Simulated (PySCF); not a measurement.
HAs (SMILES [AsH]), triplet, at a GFN2-xTB geometry; DF-BLYP/STO-3G (PySCF).

PySCF was given this input:
```python
from pyscf import gto, scf, dft

mol = gto.M(
    atom='''
As   -0.000000   -0.000000   -0.044544
H     0.000000    0.000000    1.469944
''',
    basis='sto-3g',
    charge=0,
    spin=2,
    verbose=4,
)

mf = dft.UKS(mol)
mf.xc = 'blyp'
mf = mf.density_fit(auxbasis='def2-universal-jkfit')
mf.kernel()
```

Task: Write the output that PySCF gives for this input, abridged.

Result: 
```
PySCF version 2.14.0

[INPUT] verbose = 4
[INPUT] num. atoms = 2
[INPUT] num. electrons = 34
[INPUT] charge = 0
[INPUT] spin (= nelec alpha-beta = 2S) = 2
[INPUT] symmetry False subgroup None
[INPUT] Mole.unit = angstrom
[INPUT] Symbol           X                Y                Z      unit          X                Y                Z       unit  Magmom
[INPUT]  1 As     0.000000000000   0.000000000000  -0.044544000000 AA    0.000000000000   0.000000000000  -0.084175960493 Bohr   0.0
[INPUT]  2 H      0.000000000000   0.000000000000   1.469944000000 AA    0.000000000000   0.000000000000   2.777791578448 Bohr   0.0

nuclear repulsion = 11.5305291031425
number of shells = 9
number of NR pGTOs = 57
number of NR cGTOs = 19
basis = sto-3g
ecp = {}

******** <class 'pyscf.df.df_jk.DFUKS'> ********
method = DFUKS
initial guess = minao
damping factor = 0
level_shift factor = 0
DIIS = <class 'pyscf.scf.diis.CDIIS'>
diis_start_cycle = 1
diis_space = 8
diis_damp = 0
SCF conv_tol = 1e-09
SCF conv_tol_grad = None
SCF max_cycles = 50
direct_scf = False
number electrons alpha = 18  beta = 16
XC library pyscf.dft.libxc version 7.1.2
    S. Lehtola, C. Steigemann, M. J. T. Oliveira, and M. A. L. Marques,  SoftwareX 7, 1–5 (2018)
XC functionals = blyp
    A. D. Becke,  Phys. Rev. A 38, 3098 (1988)
    C. Lee, W. Yang, and R. G. Parr,  Phys. Rev. B 37, 785 (1988)
    B. Miehlich, A. Savin, H. Stoll, and H. Preuss,  Chem. Phys. Lett. 157, 200 (1989)
radial grids:
    Treutler-Ahlrichs [JCP 102, 346 (1995); DOI:10.1063/1.469408] (M4) radial grids

becke partition: Becke, JCP 88, 2547 (1988); DOI:10.1063/1.454033
pruning grids: <function nwchem_prune>
grids dens level: 3
symmetrized grids: False
atomic radii adjust function: <function treutler_atomic_radii_adjust>
small_rho_cutoff = 0
Set gradient conv threshold to 3.16228e-05
tot grids = 30232
init E= -2208.29436070904

cycle= 1 E= -2210.95588721872  delta_E= -2.66  |g|= 0.202  |ddm|= 1.41
cycle= 2 E= -2210.96759145776  delta_E= -0.0117  |g|= 0.141  |ddm|= 0.726
cycle= 3 E= -2210.98900501681  delta_E= -0.0214  |g|= 0.0194  |ddm|= 0.404
cycle= 4 E= -2210.98944480431  delta_E= -0.00044  |g|= 0.000799  |ddm|= 0.0508
cycle= 5 E= -2210.9894463722  delta_E= -1.57e-06  |g|= 0.000127  |ddm|= 0.00367
cycle= 6 E= -2210.98944641149  delta_E= -3.93e-08  |g|= 9.37e-06  |ddm|= 0.000667
cycle= 7 E= -2210.98944641166  delta_E= -1.61e-10  |g|= 6.48e-07  |ddm|= 4.24e-05
Extra cycle  E= -2210.98944641166  delta_E= -1.82e-12  |g|= 2.7e-07  |ddm|= 2.38e-06
converged SCF energy = -2210.98944641166  <S^2> = 2.0021416  2S+1 = 3.0014274
```
